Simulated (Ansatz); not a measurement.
A nudged elastic band was laid between two geometries of F4GeH2O (8 atoms, charge 0, multiplicity 1).

Method: Ansatz 0.2.0, RKS PBE/def2-SVP.

* movable images: 7
* climbing image: yes
* spring: 5.0 eV/Å²
* optimiser: quadratic models (default)
* start path: through a guess of the saddle point
* force threshold: 0.05 eV/Å
* iteration limit: 60
* end points: relaxed

First end point:

```xyz
8
Properties=species:S:1:pos:R:3
Ge 0.011 0.058 0.012
F 0.267 -0.006 1.741
F 1.655 -0.052 -0.537
F -0.463 1.578 -0.662
F -0.642 -1.391 -0.719
O -2.105 0.059 0.787
H -2.424 -0.808 0.460
H -1.961 -0.068 1.748
```

Last end point:

```xyz
8
Properties=species:S:1:pos:R:3
Ge -0.389 -0.077 -0.247
F -0.215 0.841 2.015
F 1.164 -0.695 0.178
F -0.341 1.601 -0.644
F -0.777 -0.874 -1.745
O -1.738 -0.575 0.813
H -2.346 -1.186 0.355
H -1.021 0.336 2.106
```

(1) What changes between the two ends?

(2) Give the energies along the band, and the barrier.

(3) What is the geometry of the highest image?

(4) What are the harmonic wavenumbers there?

## Answers

(1) Bonds broken: Ge1–F2, O6–H8. Bonds formed: F2–H8. F4GeH2O becomes F3GeHO + FH.

(2) The forces met the threshold. The highest image is number 5 of 0 to 8, 65.1 kJ/mol above the first end and 24.3 kJ/mol above the last; the last end lies 40.8 kJ/mol above the first. A vibrational analysis at the climbing image gives one clearly imaginary mode, 529i cm⁻¹: a first-order saddle point. The orbitals stay closed-shell, which can raise the energy where a bond breaks towards radicals; this wasn't checked here.

```
image  path coordinate (Å)  energy (kJ/mol)  Ge1–F2 (Å)  O6–H8 (Å)  F2–H8 (Å)
    0                 0.00              0.0        1.75       0.98       2.23
    1                 0.51              7.1        1.76       0.98       2.13
    2                 1.02             19.7        1.77       0.98       2.09
    3                 1.53             29.2        1.78       0.98       2.02
    4                 2.04             39.2        1.82       1.00       1.71
    5                 2.55             65.1        2.01       1.20       1.19
    6                 2.88             51.9        2.20       1.45       1.01
    7                 3.21             42.5        2.39       1.64       0.97
    8                 3.54             40.8        2.45       1.74       0.96
```

(3) 
```xyz
8
Properties=species:S:1:pos:R:3
Ge -0.306 0.075 -0.145
F -0.223 0.747 1.747
F 1.183 -0.758 0.152
F -0.249 1.698 -0.731
F -0.822 -0.796 -1.568
O -1.881 -0.384 0.839
H -2.130 -1.330 0.824
H -1.233 0.118 1.713
```

(4) 529i, 70, 146, 229, 257, 269, 288, 398, 472, 680, 689, 711, 737, 767, 949, 1232, 1866, 3705 cm⁻¹.

Run time: 110 s on 2 threads of Intel(R) Xeon(R) 6975P-C (Granite Rapids), with other jobs on the host, peak memory 0.17 GiB.
